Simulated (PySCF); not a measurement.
## Dipole response of Xe⁺ (xenon, charge +1)

[Kr] 4d10 5s2 5p4 6s1, high-spin 4P determinant (an excited configuration). All numbers are calculated (PySCF 2.14, scalar relativity through the core potential, in aug-cc-pV5Z-PP with ECP28MDF (8s8p6d4f3g2h, 139 functions)). Coupled (time-dependent) response in atomic units; α is the mean over directions.

```json
{"method": "UHF", "mean α (bohr³)": "199.9", "α xx, yy, zz": "233.0, 133.7, 233.0", "C₆ (like pair)": "2565", "S(−4)": "33280"}
{"method": "PBE", "mean α (bohr³)": "136.6", "α xx, yy, zz": "162.7, 84.41, 162.7", "C₆ (like pair)": "1535", "S(−4)": "15000"}
```

S(−4) is the Cauchy moment in α(ω) = α(0) + S(−4) ω² + …

Spin-orbit coupling is absent.

α(iu) at UHF:

| u (hartree) | α(iu) (bohr³) |
| --- | --- |
| 0 | 199.9 |
| 0.0500 | 142.5 |
| 0.100 | 80.60 |
| 0.200 | 35.50 |
| 0.300 | 22.18 |
| 0.500 | 12.75 |
| 0.750 | 8.001 |
| 1.00 | 5.540 |
| 1.50 | 3.156 |
| 2.00 | 2.084 |
| 3.00 | 1.156 |
| 5.00 | 0.5391 |

A single London oscillator, α(iu) = α/(1 + u²/ω²), gives C₆ = (3/4) ω α². Matching the computed C₆ needs ω = 4 × 2565 / (3 × 199.9²) = 0.0856 hartree.

For an ion, C₆ is the dispersion term alone; charge-induced terms of lower order in 1/R come first.

The components differ because the open shell of this determinant is not spherical; for a pure term their mean is the scalar polarisability.

Energies and moments cover only the electrons outside the core potential. The outer electron is Rydberg-like, and this basis confines it to a smaller radius and binds it less than a complete one would.
